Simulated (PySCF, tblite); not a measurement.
Question: Give a GFN2-xTB geometry of `C=C(C)[C@H]1C=NCCC1`.

Answer: 
```xyz
22
C8H13N angstrom
C      2.437   -0.398    1.436
C      1.614   -0.116    0.439
C      2.108    0.139   -0.954
C      0.125   -0.012    0.647
C     -0.356    1.385    0.330
N     -1.430    1.716   -0.226
C     -2.382    0.728   -0.655
C     -2.157   -0.676   -0.090
C     -0.675   -1.023   -0.185
H      3.503   -0.457    1.292
H      2.083   -0.585    2.436
H      1.594    0.994   -1.391
H      3.178    0.330   -0.952
H      1.921   -0.727   -1.589
H     -0.089   -0.185    1.711
H      0.304    2.194    0.627
H     -2.338    0.712   -1.750
H     -3.371    1.107   -0.380
H     -2.757   -1.397   -0.647
H     -2.473   -0.704    0.955
H     -0.364   -0.970   -1.230
H     -0.486   -2.036    0.177
```

Any rigid rotation of these coordinates is as good. Atoms count from 1 in this order. The 6-membered ring C4–C5–N6–C7–C8–C9 has internal angles of 108.8° to 127.6° (sum 691°, against 720° for a flat polygon); it is puckered, 0.20 Å rms from its mean plane, widest ring torsion 61°. The C–C distances run from 1.324 Å (C1=C2, drawn double) to 1.534 Å (C4–C9, drawn single), a spread of 0.210 Å. The C–N distances run from 1.254 Å (C5=N6, drawn double) to 1.437 Å (N6–C7, drawn single), a spread of 0.183 Å. Of the pairs four or more bonds apart, C5···H12 is among the closest relative to their van der Waals radii: 2.63 Å, 91 % of the sum of Bondi's values.

Bonds between heavy atoms (Å): C1=C2 1.324, C2–C3 1.500, C2–C4 1.507, C4–C5 1.512, C5=N6 1.254, N6–C7 1.437, C7–C8 1.530, C8–C9 1.525, C4–C9 1.534.

Computed geometry: GFN2-xTB, gas phase.

Point group: C1 (no symmetry element, even within 0.4 Å). Its GFN2-xTB frequencies are all real (lowest 50 cm⁻¹). One conformer, not necessarily the lowest (C1–C2–C4–C5 118°, C2–C4–C5–N6 143°, C5–N6–C7–C8 14°, N6–C7–C8–C9 -45°, C7–C8–C9–C4 61°).
